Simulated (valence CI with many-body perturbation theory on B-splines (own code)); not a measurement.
# Hyperfine factors and g values of Cd XVII

Calculated by configuration interaction combined with many-body perturbation theory (CI+MBPT): four valence electrons over a frozen Dirac-Fock core [Ar] 3d10, radial functions for each j: 11 s, 11 p, 10 d, 8 f, 5 g, 2 h, with the one-electron correlation potential Σ1, the two-electron term Σ2, the three-electron term Σ3, Breit, model QED; selected CI, second order for the rest, scaled by the run's own slope (own B-spline code, finite nucleus).

No measured spectrum was set against this ion. As an estimate, levels hold to about 250 cm⁻¹ or 0.2 % of their energy and the worst to 1 %, as in measured heavy ions of charge 2 to 7; those with d or f electrons hold less well. Among the levels kept, up to 480 cm⁻¹ of a level comes from second order outside the variational space, and about a tenth of that is noise between levels of different J, which matters for small intervals.

A/g_I is the dipole constant over the nuclear g factor μ/I (μ in nuclear magnetons, uniformly magnetised nucleus), B/Q the quadrupole constant per barn. Both hold the static response of the core; the bare values leave it out. Large factors of s and p1/2 electrons are usually good to 5 to 10 %; those of open d and f shells near neutrality can be off by tens of per cent, and small factors of p3/2, d and f electrons come from cancelling terms and can be off by a factor of two or in sign, in half-filled shells by more. B is blank for J = 1/2, where it vanishes, and for nearly pure S terms. Energies count from the lowest level. Levels with J = 0 are left out.

Names give the largest LS component (configuration and term), which can be under half, so a name can repeat, a term be missing and a line seem to break the LS rules; names also repeat where a configuration has a term twice.

```csv
Level,E (eV),g,A/g_I (MHz),A/g_I bare,B/Q (MHz/b),B/Q bare
4s2 4p2 3P_1,6.28,1.500,-1910,-1960,7780,7300
4s2 4p2 3P_2,8.13,1.265,17700,16600,5590,5240
4s2 4p2 1D_2,15.93,1.234,9410,8850,9890,9280
4s 4p3 5S°_2,41.50,1.898,44700,42300,2950,2760
4s 4p3 3D°_1,49.14,0.760,-24300,-23000,13300,12500
4s 4p3 3D°_2,50.36,1.311,32000,30300,18400,17300
4s 4p3 3D°_3,52.73,1.333,40600,38400,-1060,-975
4s 4p3 3P°_1,57.85,1.318,45000,42600,-14000,-13200
4s 4p3 3P°_2,58.62,1.261,15200,14400,-16200,-15200
4s 4p3 3S°_1,64.17,1.582,731,662,881,826
4s 4p3 1D°_2,64.99,1.188,34800,33000,-7520,-7090
4s2 4p 4d 3F°_2,72.57,0.707,14100,13500,8740,8160
4s 4p3 1P°_1,72.99,1.334,-19000,-18000,-500,-453
4s2 4p 4d 3F°_3,75.77,1.094,8790,8390,8400,7830
4s2 4p 4d 3P°_2,78.75,1.262,-1530,-1360,1020,914
4s2 4p 4d 3D°_1,80.04,0.843,-9320,-8690,1850,1730
4s2 4p 4d 3F°_4,81.35,1.250,4020,3830,18700,17500
4s2 4p 4d 1D°_2,84.56,1.070,3130,2930,-2060,-1970
4s2 4p 4d 3P°_1,86.38,1.186,4980,4800,-7720,-7220
4s2 4p 4d 3D°_3,86.50,1.280,6560,6230,-3430,-3220
4s2 4p 4d 3D°_2,87.35,1.299,6780,6500,-10500,-9800
4s2 4p 4d 1F°_3,92.41,1.040,5420,5180,14800,13800
4s2 4p 4d 1P°_1,93.75,0.971,-2430,-2160,2370,2210
4p4 3P_2,97.64,1.367,9210,8800,1500,1400
4p4 3P_1,104.82,1.463,623,703,-5620,-5280
4p4 1D_2,106.00,1.130,18100,17100,-18000,-16900
4s 4p2 4d 5F_1,106.73,0.192,-32000,-30200,59.3,32.5
4s 4p2 4d 5F_2,107.63,1.113,13200,12600,4810,4480
4s 4p2 4d 5F_3,109.40,1.336,19300,18300,8100,7530
4s 4p2 4d 5D_1,112.57,1.383,24400,23200,-8790,-8210
4s 4p2 4d 5F_4,112.60,1.371,18700,17800,10200,9490
4s 4p2 4d 5D_2,112.78,1.297,20400,19300,-9920,-9280
4s 4p2 4d 5D_3,113.22,1.326,25700,24400,-9310,-8730
4s 4p2 4d 5D_4,114.77,1.381,26900,25500,2970,2770
```

Problem. Take the isotope of mass number 111, with I = 1/2, μ = -0.594 μN. What is the hyperfine structure of 4s2 4p2 3P_2?

Solution. From the table A = -21000 MHz. Shifts from the centre of gravity in MHz: F = 3/2: 31500, F = 5/2: -21000.
